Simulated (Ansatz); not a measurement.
C$_{6}$H$_{16}$Ge (`C[CH2][GeH]([CH2]C)[CH2]C`), relaxed with RKS PBE-D4/def2-SVP in the Gaussian-basis code of Ansatz from a rough embedded geometry. The force threshold is 0.03 eV/Å; the program also tests the step.

The species carries charge 0 and has multiplicity 1.

Start:

```xyz
23

C    -0.924   -1.450    1.321
C    -1.266   -0.977   -0.021
Ge    0.041    0.353   -0.562
C     1.831   -0.413   -0.724
C     1.894   -1.590   -1.604
C     0.027    1.865    0.628
C    -1.350    2.517    0.668
H    -0.954   -0.683    2.063
H     0.023   -1.969    1.364
H    -1.710   -2.248    1.664
H    -2.300   -0.514   -0.013
H    -1.278   -1.820   -0.769
H    -0.349    0.824   -1.966
H     2.514    0.372   -0.966
H     2.115   -0.717    0.373
H     2.879   -2.014   -1.654
H     1.564   -1.298   -2.638
H     1.173   -2.405   -1.243
H     0.768    2.640    0.268
H     0.311    1.518    1.679
H    -2.079    1.775    1.116
H    -1.289    3.422    1.353
H    -1.638    2.811   -0.336
```

Problem. By how much does the energy fall, and how many steps does the optimiser take? (Best estimate.)

Solution. Computed: 59.58 kJ/mol, in 4 steps.

Problem. Which bonds change most? (An estimate is asked.)

Solution. Computed: C1–C2 from 1.463 to 1.532 Å; C4–H15 from 1.174 to 1.112 Å; C4–C5 from 1.471 to 1.532 Å; C1–H10 from 1.171 to 1.111 Å.

Problem. Give the relaxed structure. (Best estimate.)

Solution. Computed: 
```xyz
23

C    -0.984   -1.536    1.381
C    -1.284   -0.991   -0.019
Ge    0.027    0.369   -0.624
C     1.838   -0.432   -0.700
C     1.937   -1.645   -1.630
C     0.007    1.916    0.615
C    -1.362    2.592    0.734
H    -0.993   -0.731    2.147
H     0.016   -2.017    1.431
H    -1.726   -2.297    1.703
H    -2.294   -0.530   -0.057
H    -1.294   -1.810   -0.770
H    -0.377    0.858   -2.054
H     2.544    0.367   -1.014
H     2.127   -0.705    0.338
H     2.963   -2.068   -1.658
H     1.662   -1.385   -2.673
H     1.257   -2.463   -1.312
H     0.775    2.637    0.263
H     0.357    1.555    1.607
H    -2.135    1.892    1.115
H    -1.342    3.460    1.427
H    -1.721    2.966   -0.248
```
